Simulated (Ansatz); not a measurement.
Reaction (ligand exchange at the Si–N bond): `CN([SiH2]F)[SiH](O)O` + `[BH2][GeH2][OH]` → `[BH2][GeH2][O][SiH2]F` + `CN[SiH](O)O`

Program: Ansatz. Geometries: PBE0-D4/def2-TZVP. ΔE: electronic, gas phase. CBS: MP2 limit from def2 TZ/QZ plus the TZ coupled-cluster correction, frozen cores. DFT in def2-TZVPP. B3LYP here is the variant with VWN-RPA as its local correlation; programs differ in this. For Ge outer-core shells are correlated without core-valence functions, which leaves a few kJ/mol of doubt a bond. Scalar relativity is left out up to krypton. One conformer a species, not always the lowest.

| level | ΔE (kJ/mol) | difference from CCSD(T)/CBS |
| --- | --- | --- |
| PBE-D4 | -43.5 | 10.1 |
| r2SCAN-D4 | -51.6 | 2.0 |
| PBE0-D4 | -48.4 | 5.2 |
| ωB97X-V | -52.4 | 1.2 |
| ωB97M-V | -50.4 | 3.2 |
| B2PLYP | -58.8 | -5.2 |
| r2SCAN | -53.0 | 0.6 |
| PBE0 | -53.0 | 0.6 |
| B3LYP | -62.2 | -8.6 |
| SCS-MP2/def2-TZVPP | -56.6 | -3.0 |
| CCSD/def2-TZVPP | -57.0 | -3.4 |
| MP2/def2-QZVPP | -52.8 | 0.8 |
| SCS-MP2/def2-QZVPP | -57.8 | -4.2 |
| HF/CBS(def2) | -80.3 | -26.7 |
| MP2/CBS(def2) | -52.7 | 0.9 |
| CCSD/CBS(def2) | -57.9 | -4.3 |
| CCSD(T)/CBS | -53.6 | 0 |

Largest T1 diagnostic among the species: 0.012.

The D4 term adds +8.5 kJ/mol with B3LYP and +4.6 kJ/mol with PBE0; it sums over pairs of atoms, weighted by their polarisabilities, and B3LYP, whose exchange is more repulsive, gets the larger term. From PBE to PBE0 (25 % exact exchange), in def2-TZVPP and without D4, ΔE moves by −4.3 kJ/mol.
